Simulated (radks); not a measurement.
Values are calculated unless marked as measured or tabulated.
Species: Ru24+. Configuration: [Ar] 3d2. Level of theory: scalar-relativistic Kohn-Sham, SCAN, spin-polarised, spherical densities, finite nucleus; open shells are filled with parallel spins first (spin-orbit coupling, left out, can overturn this in heavy ions); meta-GGA in the generalised Kohn-Sham scheme; Fermi nuclear charge, rms radius 4.4809 fm (a radial shooting solver on a logarithmic mesh with Libxc functionals).

Normalised radial functions P(r) = r R(r), r in bohr:

```
   r/bohr * 2p up, o 3s up, + 3d up (the largest magnitude, 2.7, reaches the edge; | marks zero, & curves that meet)
 0.003079                             &  o
 0.004309                             &   o
 0.005981                             +*  o
 0.008303                             +*   o
  0.01162                             +  *  o
  0.01613                             +   *  o
  0.02239                             +     o*
  0.03133                             |+  o       *
  0.04349                             o+               *
  0.06086                       o     |  +                   *
  0.08449                   o         |    +                     *
   0.1173                   o         |        +                 *
   0.1641                           o |             +      *
   0.2278                             |         o *    +
   0.3163                             |   *             +o
   0.4426                             |*           +  o
   0.6144                             *     +o
   0.8597                             *&
    1.193                             &
```

2p up: eigenvalue -3844.5 eV, 0 radial nodes, <r> = 0.126 bohr, 90 % of the charge inside 0.205 bohr. 3s up: eigenvalue -1413.5 eV, 2 radial nodes at r = 0.0424, 0.174 bohr, <r> = 0.370 bohr, 90 % of the charge inside 0.538 bohr. 3d up: eigenvalue -1150.3 eV, 0 radial nodes, <r> = 0.327 bohr, 90 % of the charge inside 0.503 bohr.
